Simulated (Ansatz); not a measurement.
`O[AsH]O` from Hartree–Fock to CCSD(T)

```xyz
6

O    -1.119   -0.575    0.687
As    0.208    0.593    0.417
O     0.978   -0.093   -1.044
H    -1.952   -0.182    0.414
H     1.144   -0.180    1.336
H     0.741    0.437   -1.810
```

The species carries charge 0 and has multiplicity 1. Correlated methods include outer-core shells of As, which these sets cover unevenly. Scalar relativity is left out up to krypton. The structure was optimised at the PBE0-D4/def2-TZVP level. It is one conformer, not always the lowest. Frozen core, restricted reference, the Gaussian-basis code of Ansatz.

```tsv
basis	HF (Eh)	MP2 corr.	CCSD corr.	(T)	CCSD(T) total
def2-SVP	-2385.27057	-0.61459	-0.62770	-0.01549	-2385.91376
def2-TZVPP	-2385.75646	-0.75776	-0.76484	-0.02838	-2386.54968
def2-QZVPP	-2385.81056	-1.08025	–	–	–
```
